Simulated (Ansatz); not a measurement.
Coupled-cluster diagnostics for InO3H3, Ansatz.

Geometry of the singlet (PBE0-D4/def2-SVP):

```xyz
7

In   -0.725   -0.394    0.339
O     1.746   -0.677   -0.949
O     0.934    0.422   -0.511
O    -1.977    1.101    0.738
H     2.624   -0.358   -0.702
H    -1.623    1.950    0.446
H    -0.979   -2.043    0.638
```

In the def2 sets In takes a core potential; there is no spin–orbit coupling. Correlated methods freeze 7 core orbitals; core or outer-core shells of In are correlated, in sets that lack core-valence functions. The structure holds 1 bond(s) between oxygen atoms. Another isomer (singlet) lies 3.42 eV lower at PBE0-D4/def2-TZVP; other spin states weren't run for this one.

Task: Estimate the CCSD(T) correlation energy, the shares of MP2 and (T), T1 and the reference's ⟨S²⟩ for: charge 0, singlet, own geometry in def2-TZVPP; and the rough time on 4 threads of Arm Neoverse V2 on a shared host.

Result: 
```csv
state,basis,correlation (eV),MP2 share (%),(T) share (%),T1,⟨S²⟩ (pure),wall time
"charge 0, singlet, own geometry",def2-TZVPP,-28.719,96.3,3.6,0.018,0.00 (0.00),72 s
```
Customary marks for T1 are 0.02 (closed shells), 0.045 (open shells) and about 0.05 (3d metals). T1 stays under 0.02 throughout.
